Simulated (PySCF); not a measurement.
A calculated (PBE, PySCF 2.14, Sapporo-DZP-2012, the spin-free X2C one-electron Hamiltonian (Gaussian nucleus)) atom or ion has these occupied shells.

```tsv
shell	electrons	orbital energy (eV)	rms radius, mean of both spins (bohr)
1s α	1	-533.55	0.232
1s β	1	-531.42	0.232
2s α	1	-41.709	1.20
2s β	1	-35.823	1.20
2p α	3	-26.390	1.23
```

Task: Name the element and its charge.

Result: O⁺ (oxygen, charge +1), in [He] 2s2 2p3, high-spin 4S determinant.
